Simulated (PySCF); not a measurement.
PySCF 2.14 output of an unrestricted MN15 calculation on a single atom or ion in cc-pVDZ-PP with ECP28MDF (4s4p3d1f, 38 functions), with scalar relativity through the core potential:

```
SCF conv_tol = 1e-09
number electrons alpha = 9  beta = 6
    H. S. Yu, X. He, S. L. Li, and D. G. Truhlar.,  Chem. Sci. 7, 5032-5051 (2016)
    H. S. Yu, X. He, S. L. Li, and D. G. Truhlar.,  Chem. Sci. 7, 5032-5051 (2016)
cycle= 1 E= -94.0100409172396  delta_E= -0.00205  |g|= 0.101  |ddm|= 0.171
cycle= 2 E= -94.0103985435453  delta_E= -0.000358  |g|= 0.0944  |ddm|= 0.261
cycle= 3 E= -94.0133141667206  delta_E= -0.00292  |g|= 0.000783  |ddm|= 0.125
cycle= 4 E= -94.0133148843141  delta_E= -7.18e-07  |g|= 5.86e-05  |ddm|= 0.00186
cycle= 5 E= -94.0133148916211  delta_E= -7.31e-09  |g|= 2.03e-05  |ddm|= 0.000189
cycle= 6 E= -94.0133148919341  delta_E= -3.13e-10  |g|= 1.74e-06  |ddm|= 4.21e-05
converged SCF energy = -94.0133148919341  <S^2> = 3.7547337  2S+1 = 4.0023662
```

The run itself started from symmetry-adapted Hartree-Fock orbitals and held the occupation by maximum overlap, on a logarithmic radial grid, so the iterations belong to that start.

Which element, charge and spin multiplicity is this?

Ru+ (ruthenium, charge +1), multiplicity 4; the state was [Kr] 4d7, high-spin 4F determinant.

Energies and moments cover only the electrons outside the core potential.
